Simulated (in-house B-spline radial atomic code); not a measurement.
Ionisation energies along the 16-electron series, configuration [Ne] 3s2 3p4, as differences of self-consistent energies. NIST's values go from ground level to ground level; the uncertainty of those that are theory runs from under 0.1 % in few-electron ions to several per cent in heavy many-electron ones. Computed with a radial B-spline atomic code at the basis-set limit: non-relativistic Hartree-Fock, average of the configuration, point nuclei.

This level leaves out relativity, spin-orbit splitting included, which matters for heavy ions.

```
  ion  configuration after  ionisation energy (eV)  IE/(q+1)² (eV)  -ε less Coulomb ΔSCF (eV)  tabulated value (eV)  tabulated kind  computed minus tabulated (eV)
    S         [Ne] 3s2 3p3                    10.7          10.694                    0.90663              10.36001        measured                            0.3
  Cl+         [Ne] 3s2 3p3                    24.3            6.08                    0.83695              23.81364        measured                            0.5
 Ar2+         [Ne] 3s2 3p3                    41.4          4.5978                    0.79894                40.735  semi-empirical                            0.6
  K3+         [Ne] 3s2 3p3                    61.7          3.8582                    0.77566                60.917  semi-empirical                            0.8
 Ca4+         [Ne] 3s2 3p3                    85.3          3.4117                    0.76059                 84.34  semi-empirical                            1.0
 Sc5+         [Ne] 3s2 3p3                   112.0          3.1115                    0.75054                110.68  semi-empirical                            1.3
 Ti6+         [Ne] 3s2 3p3                   141.9          2.8953                    0.74376                140.68  semi-empirical                            1.2
  V7+         [Ne] 3s2 3p3                   174.8          2.7316                    0.73916                173.55  semi-empirical                            1.3
 Cr8+         [Ne] 3s2 3p3                       ?               ?                          ?                     ?  semi-empirical                              ?
 Mn9+         [Ne] 3s2 3p3                   250.0          2.4999                    0.73406                 248.6  semi-empirical                            1.4
Fe10+         [Ne] 3s2 3p3                   292.2          2.4148                    0.73282                 290.9  semi-empirical                            1.3
Co11+         [Ne] 3s2 3p3                       ?               ?                          ?                     ?  semi-empirical                              ?
Ni12+         [Ne] 3s2 3p3                   385.7          2.2825                    0.73185                 384.5  semi-empirical                            1.2
Cu13+         [Ne] 3s2 3p3                   437.1          2.2301                    0.73186                   436  semi-empirical                            1.1
Zn14+         [Ne] 3s2 3p3                   491.5          2.1845                     0.7321                 490.6  semi-empirical                            0.9
Ga15+         [Ne] 3s2 3p3                       ?               ?                          ?                     ?  semi-empirical                              ?
Ge16+         [Ne] 3s2 3p3                   609.4          2.1088                    0.73303                 609.1  semi-empirical                            0.3
As17+         [Ne] 3s2 3p3                   673.0          2.0771                    0.73364                 672.9  semi-empirical                            0.1
```

Task: Fill in the row of Cr8+.

Result: ionisation energy (eV): 210.9; IE/(q+1)² (eV): 2.6033; -ε less Coulomb ΔSCF (eV): 0.73608; tabulated value (eV): 209.5; computed minus tabulated (eV): 1.4.

Task: Fill in the row of Co11+.

Result: ionisation energy (eV): 337.4; IE/(q+1)² (eV): 2.3433; -ε less Coulomb ΔSCF (eV): 0.73213; tabulated value (eV): 336.1; computed minus tabulated (eV): 1.3.

Task: Fill in the row of Ga15+.

Result: ionisation energy (eV): 549.0; IE/(q+1)² (eV): 2.1443; -ε less Coulomb ΔSCF (eV): 0.73251; tabulated value (eV): 548.3; computed minus tabulated (eV): 0.7.

Task: How far is this level of theory from the measured and semi-empirical values?

Result: Over those 18 rows the differences run from +0.066 to +1.39 eV (mean absolute value 0.93 eV). The calculation leaves out relativity, correlation and, in open shells, the multiplet splittings that an average leaves out.
